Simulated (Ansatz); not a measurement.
Single points on Pd3Au2⁺.

```yaml
crystal:
  periodic: [false, false, false]
  atoms:
    - {symbol: Pd, position_ang: [0.202390, -2.100173, 0.033995]}
    - {symbol: Pd, position_ang: [-0.265287, 2.090782, -0.105464]}
    - {symbol: Pd, position_ang: [1.003519, 0.149887, 1.140566]}
    - {symbol: Au, position_ang: [0.639646, 0.020720, -1.523032]}
    - {symbol: Au, position_ang: [-1.580257, -0.161216, 0.453945]}
basis:
  gaussian: {orbitals: def2-TZVP, initial_orbitals: start.molden}
total_charge: 1
magnetization: {spin_polarized: true, initial_magnetization: 1}
correlation: {method: mp2}
scf: {omitted_lower_state_checks: [starts]}
output: {orbitals: {seedname: orbitals}}
```

The file start.molden holds the orbitals of an earlier run on this structure, at another level or in another basis.

```sh
$ ansatz run in.yaml --threads 4 --pin off --events-out ev --progress --plain --max-ram 4787MiB
```

Output, abridged:

```
Functional definition: HF
1922 factors; integrals over basis functions are off by at most 1.5e-4 eV
mean field evaluation 1: about -17698.1003 eV, gradient 1.8e1 eV
mean field evaluation 2: about -17700.8098 eV, gradient 3.3e0 eV
mean field evaluation 4: about -17701.0466 eV, gradient 2.4e0 eV
mean field evaluation 8: about -17702.0755 eV, gradient 1.0e-1 eV
mean field evaluation 16: about -17702.0832 eV, gradient 2.5e-3 eV
mean field -17702.08316135 eV, -650.5395572769 hartree, gradient 3.2e-6 eV, S^2 0.759266; 0 other end points of the search recorded, 0 dependent functions left out
reference -17702.08316135 eV, -650.5395572769 hartree; 46, 45 occupied and 154, 155 virtual orbitals, 1922 factors
second order -62.85639974 eV of doubles, -0.00000000 eV of singles
Total energy: -17764.93956110 eV, -652.8494873618 hartree
Checks for a lower state left out: starts
```

Run time 32 s (4 threads of Arm Neoverse V1 on a shared host), peak host memory 1.1 GiB.

The first input with `hamiltonian: {xc: pbe, dispersion: d4}`, `output: {forces: true, orbitals: {seedname: orbitals}}` and without the key `correlation` (abridged; 14 s):

```
Functional definition: PBE
mean field evaluation 16: about -17829.1550 eV, gradient 1.8e-5 eV
mean field -17829.15500725 eV, -655.2093614811 hartree, gradient 3.1e-6 eV, S^2 0.754494
Total energy: -17829.54756095 eV, -655.2237875634 hartree
Atom 0 force    -0.023607    -0.195887    -0.044513 eV/Å
Atom 1 force    -0.065666     0.182480    -0.056926 eV/Å
Atom 2 force     0.187479     0.028259     0.213256 eV/Å
Atom 3 force     0.040642    -0.000071    -0.135939 eV/Å
Atom 4 force    -0.138848    -0.014781     0.024122 eV/Å
Dipole moment:     0.153394     0.022894     0.174343 e Å
Checks for a lower state left out: starts
```

The first input with `hamiltonian: {xc: r2scan, dispersion: d4}` and without the key `correlation` (abridged; 39 s):

```
Functional definition: r2SCAN
mean field evaluation 16: about -17831.8325 eV, gradient 5.5e-5 eV
mean field -17831.83249071 eV, -655.3077571834 hartree, gradient 3.6e-6 eV, S^2 0.760233
Total energy: -17831.90064240 eV, -655.3102617117 hartree
Checks for a lower state left out: starts
```

First input, but with `hamiltonian: {xc: pbe0, dispersion: d4}` and without the key `correlation` (abridged; 53 s):

```
Functional definition: PBE0
mean field evaluation 16: about -17823.2269 eV, gradient 6.7e-5 eV
mean field -17823.22686890 eV, -654.9915064151 hartree, gradient 5.8e-6 eV, S^2 0.772787
Total energy: -17823.56147247 eV, -655.0038028693 hartree
Checks for a lower state left out: starts
```

First input, but with `hamiltonian: {xc: {name: BLYP}, dispersion: d4}` and without the key `correlation` (abridged; 15 s):

```
Functional definition: BLYP
mean field evaluation 16: about -17821.9751 eV, gradient 2.7e-6 eV
mean field -17821.97513499 eV, -654.9455060423 hartree, gradient 2.7e-6 eV, S^2 0.754254
Total energy: -17822.77334920 eV, -654.9748398734 hartree
Checks for a lower state left out: starts
```

First input, but with `hamiltonian: {xc: {name: r2SCANh}, dispersion: d4}` and without the key `correlation` (abridged; 94 s):

```
Functional definition: r2SCANh
mean field evaluation 16: about -17828.5377 eV, gradient 3.9e-5 eV
mean field -17828.53773195 eV, -655.1866770321 hartree, gradient 1.3e-6 eV, S^2 0.763564
Total energy: -17828.61830277 eV, -655.1896379553 hartree
Checks for a lower state left out: starts
```

First input, but with `hamiltonian: {xc: pbe}`, `correlation: {method: rpa}` and without the key `output` (abridged; 27 s):

```
Functional definition: PBE
mean field -17829.15499891 eV, -655.2093611745 hartree, gradient 2.7e-6 eV, S^2 0.754494
Total energy: -17780.32783872 eV, -653.4149961341 hartree
Checks for a lower state left out: starts
```

Geometry: r2SCAN-D4/def2-SVP.

In the def2 sets Au, Pd take a core potential; there is no spin–orbit coupling. Correlated methods freeze no core orbitals; core or outer-core shells of Pd, Au are correlated, in sets that lack core-valence functions. No other spin state of charge 1 was run. Another isomer (doublet) lies 0.14 eV lower at PBE0-D4/def2-TZVP; other spin states weren't run for this one.
